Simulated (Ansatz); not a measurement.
`[NH2][GaH][O][SiH2]O` and `O[SiH2]OP` differ in one atom or group.

Ansatz, PBE0-D4/def2-TZVP geometries, multiplicity 1. Each molecule was computed in one conformer, which needn't be the lowest.

Scalar relativity is left out up to krypton.

| property | `[NH2][GaH][O][SiH2]O` |
| --- | --- |
| LUMO energy (PBE/def2-TZVPP) / eV | -1.15 |
| LUMO energy (B3LYP/def2-TZVPP) / eV | -0.65 |
| LUMO energy (ωB97M-V/def2-TZVPP) / eV | 1.29 |
| HOMO energy (ωB97M-V/def2-TZVPP) / eV | -9.86 |
| size of the dipole moment (B3LYP/def2-TZVPP) / D | 2.04 |
| HOMO energy (PBE/def2-TZVPP) / eV | -6.09 |

Give the same properties after the change, and the shifts. (Estimate.)

Computed: 
```tsv
property	`O[SiH2]OP`	shift
LUMO energy (PBE/def2-TZVPP) / eV	-1.28	-0.13
LUMO energy (B3LYP/def2-TZVPP) / eV	-0.56	0.09
LUMO energy (ωB97M-V/def2-TZVPP) / eV	1.52	0.23
HOMO energy (ωB97M-V/def2-TZVPP) / eV	-9.54	0.32
size of the dipole moment (B3LYP/def2-TZVPP) / D	1.32	-0.72
HOMO energy (PBE/def2-TZVPP) / eV	-6.06	0.03
```

Dipoles are sizes alone; their direction can turn.

B3LYP here is the variant with VWN-RPA as its local correlation; programs differ in this.
